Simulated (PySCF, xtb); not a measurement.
O2Si, SMILES O=[Si][O] (connectivity only; charge and spin as stated), charge -1, multiplicity 2.

Harmonic wavenumbers (cm⁻¹) from GFN2-xTB (xtb) at its own minimum, in rising order: 363, 1067, 1284.

Q: What does PBE0-D3(BJ)/def2-TZVPD (PySCF) give at its own minimum? (The exact figures need the calculation; the answer reports its results.)

A: 339, 951, 1228. Paired by order, the mean absolute difference is 65 cm⁻¹ and the zero-point energies are 3.9 and 3.6 kcal/mol.
